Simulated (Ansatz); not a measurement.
Two members of one family (Series GevinylX3), computed with Ansatz in the gas phase. The two geometries come from different levels. Binding counts from free atoms in the multiplicity of their measured ground term, without zero-point energy. A dash marks a value that wasn't run or was left out as unsound. The structures are stationary points that may keep the symmetry of their start. Remarks come from the PBE and PBE0 runs and from stability tests at other levels; not every state was tested. HOMO above LUMO (over both spins in singlets and doublets, within one spin in higher multiplets; at PBE or PBE0), or a gap under 0.15 eV within one spin, warns that the state may not be the lowest or that an electron is smeared out.

First: Ge(vinyl)(OEt)3 (singlet, charge 0, r2SCAN-D4/def2-SVP geometry).

```csv
atom,x (Å),y (Å),z (Å)
Ge1,0.581,0.246,-0.671
C2,0.463,1.104,-2.383
C3,-0.101,2.313,-2.519
H4,0.861,0.576,-3.259
H5,-0.495,2.855,-1.653
H6,-0.178,2.805,-3.497
O7,2.219,-0.304,-0.314
C8,2.510,-1.604,0.189
C9,2.191,-1.741,1.665
H10,1.964,-2.375,-0.385
H11,3.589,-1.761,0.014
H12,2.511,-2.726,2.042
H13,2.708,-0.963,2.248
H14,1.106,-1.650,1.833
O15,-0.402,-1.224,-0.447
C16,-1.813,-1.159,-0.620
C17,-2.220,-1.572,-2.022
H18,-2.261,-1.843,0.124
H19,-2.194,-0.143,-0.390
H20,-3.318,-1.588,-2.124
H21,-1.818,-0.871,-2.771
H22,-1.835,-2.578,-2.250
O23,-0.006,1.475,0.469
C24,-0.145,1.190,1.853
C25,-0.877,2.339,2.513
H26,-0.703,0.243,2.003
H27,0.852,1.053,2.317
H28,-0.992,2.160,3.594
H29,-0.321,3.278,2.370
H30,-1.878,2.464,2.071
```

```json
{"level": "PBE-D4/def2-SVP", "HOMO (eV)": "-6.01", "LUMO (eV)": "-1.52", "gap (eV)": "4.49", "vertical IE (eV)": "8.50", "binding per atom (eV)": "4.26"}
{"level": "PBE-D4/def2-TZVP", "HOMO (eV)": "-6.16", "LUMO (eV)": "-1.69", "gap (eV)": "4.47", "vertical IE (eV)": "–", "binding per atom (eV)": "4.22"}
{"level": "r2SCAN-D4/def2-TZVP", "HOMO (eV)": "-6.48", "LUMO (eV)": "-1.49", "gap (eV)": "4.99", "vertical IE (eV)": "–", "binding per atom (eV)": "4.14"}
{"level": "PBE0-D4/def2-SVP", "HOMO (eV)": "-7.62", "LUMO (eV)": "-0.51", "gap (eV)": "7.10", "vertical IE (eV)": "9.27", "binding per atom (eV)": "4.18"}
{"level": "PBE0-D4/def2-TZVP", "HOMO (eV)": "-7.70", "LUMO (eV)": "-0.67", "gap (eV)": "7.03", "vertical IE (eV)": "–", "binding per atom (eV)": "4.14"}
```

Remarks: gap within one spin near zero at PBE or PBE0 (+1 doublet).

Second: Ge(vinyl)(NMe2)3 (singlet, charge 0, PBE-D4/def2-SVP geometry).

```xyz
33

Ge   -0.093    0.020    0.399
C    -1.073   -0.282    2.061
C    -2.075   -1.181    2.118
H    -0.814    0.296    2.966
H    -2.365   -1.774    1.232
H    -2.647   -1.368    3.043
N     1.726   -0.108    0.691
C     2.341    0.513    1.842
C     2.645   -0.490   -0.356
H     3.101   -0.159    2.310
H     1.587    0.744    2.621
H     2.866    1.472    1.596
H     2.085   -0.921   -1.211
H     3.249    0.370   -0.743
H     3.374   -1.259   -0.001
N    -0.554    1.688   -0.255
C    -1.896    2.211   -0.153
C     0.310    2.377   -1.187
H    -1.891    3.287    0.145
H    -2.471    1.657    0.616
H    -2.474    2.147   -1.112
H     1.337    1.960   -1.140
H    -0.034    2.309   -2.251
H     0.382    3.465   -0.942
N    -0.471   -1.280   -0.863
C    -0.154   -2.670   -0.629
C    -1.284   -1.015   -2.027
H    -1.064   -3.307   -0.477
H     0.481   -2.775    0.275
H     0.410   -3.117   -1.484
H    -1.460    0.075   -2.129
H    -0.788   -1.364   -2.968
H    -2.285   -1.518   -1.987
```

**Question.** Estimate the same table for the second.

**Answer.** 
```csv
level,HOMO (eV),LUMO (eV),gap (eV),vertical IE (eV),binding per atom (eV)
PBE-D4/def2-SVP,-4.47,-1.21,3.25,6.78,4.09
PBE-D4/def2-TZVP,-4.62,-1.41,3.21,–,4.05
r2SCAN-D4/def2-TZVP,-4.84,-1.22,3.63,–,3.96
PBE0-D4/def2-SVP,-5.79,-0.19,5.61,7.32,4.03
PBE0-D4/def2-TZVP,-5.90,-0.38,5.52,–,3.98
```

Remarks: gap within one spin near zero at PBE or PBE0 (+1 doublet).
